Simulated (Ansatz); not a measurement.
Consider the cleavage of the Si–Ge bond: `[SiH3][SiH2][GeH2][SiH2][GeH3]` + H₂S → `S[SiH2][GeH3]` + `[SiH3][SiH2][GeH3]`.

Calculated with Ansatz (gas phase, PBE0-D4/def2-TZVP geometries, no zero-point term in ΔE). CBS: MP2 limit from def2 TZ/QZ plus the TZ coupled-cluster correction, frozen cores. This one scheme is used for every species. Functionals use def2-TZVPP. B3LYP here is the variant with VWN-RPA as its local correlation; programs differ in this. For Ge outer-core shells are correlated without core-valence functions, which leaves a few kJ/mol of doubt a bond. Scalar relativity is left out up to krypton. One conformer a species, not always the lowest.

| level | ΔE (kJ/mol) | difference from CCSD(T)/CBS |
| --- | --- | --- |
| PBE-D4 | -17.9 | 3.2 |
| BLYP-D4 | -20.5 | 0.6 |
| B97M-V | -30.0 | -8.9 |
| B3LYP-D4 | -21.5 | -0.4 |
| r2SCANh-D4 | -24.6 | -3.5 |
| BHLYP-D4 | -22.9 | -1.8 |
| r2SCAN | -27.9 | -6.8 |
| BHLYP | -36.0 | -14.9 |
| LC-ωPBE | -29.7 | -8.6 |
| RPA@PBE/def2-TZVPP | -18.2 | 2.9 |
| CCSD/def2-SVP | -19.0 | 2.1 |
| HF/def2-TZVPP | -42.9 | -21.8 |
| CCSD(T)/def2-TZVPP | -19.3 | 1.8 |
| HF/def2-QZVPP | -44.4 | -23.3 |
| MP2/def2-QZVPP | -23.8 | -2.7 |
| CCSD/CBS(def2) | -23.6 | -2.5 |
| CCSD(T)/CBS | -21.1 | 0 |

Largest T1 diagnostic among the species: 0.013.

At CCSD(T), def2-SVP lies +4.3 kJ/mol from the extrapolated value and def2-TZVPP +1.8 kJ/mol. In def2-TZVPP, CCSD(T) changes the Hartree–Fock value by +23.6 kJ/mol (the triples alone add +2.5 kJ/mol) and MP2 by +20.7 kJ/mol.
